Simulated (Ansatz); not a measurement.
Computed with Ansatz on PBE0-D4/def2-TZVP structures; ΔE is electronic, products minus reactants. CCSD(T)/CBS adds triple-zeta CCSD(T) − MP2 to the extrapolated MP2 energy (def2 sets, frozen cores). Functionals use def2-TZVPP. B3LYP here is the variant with VWN-RPA as its local correlation; programs differ in this. For Ge outer-core shells are correlated without core-valence functions, which leaves a few kJ/mol of doubt a bond. Scalar relativity is left out up to krypton. Each species was taken in one conformer, which may not be the lowest.

Consider the ligand exchange at a Ge–C bond: `C=N[C](=C)[GeH3]` + `BNC=C` → `B[N]([GeH3])C=C` + `C=CN=C`.

(1) Is it downhill or uphill in electronic energy at CCSD(T)/CBS, and by how much? (Best estimate.)

(2) What do these levels give: PBE-D4, r2SCAN-D4, B3LYP-D4, ωB97M-V, B2PLYP, PBE, HF/def2-TZVPP, SCS-MP2/def2-TZVPP, CCSD(T)/def2-TZVPP, MP2/def2-QZVPP, MP2/CBS(def2), CCSD/CBS(def2)? (Best estimate.)

Largest T1 diagnostic among the species: 0.013.

Answers

(1) Ansatz gave: Downhill: ΔE = -17.0 kJ/mol.

(2) The calculation gave: PBE-D4 -8.7, r2SCAN-D4 -12.3, B3LYP-D4 -15.2, ωB97M-V -15.6, B2PLYP -16.5, PBE -7.6, HF/def2-TZVPP -22.8, SCS-MP2/def2-TZVPP -21.1, CCSD(T)/def2-TZVPP -18.9, MP2/def2-QZVPP -18.6, MP2/CBS(def2) -17.5, CCSD/CBS(def2) -17.6 kJ/mol.

In def2-TZVPP, CCSD(T) changes the Hartree–Fock value by +3.8 kJ/mol (the triples alone add +0.6 kJ/mol) and MP2 by +3.3 kJ/mol.
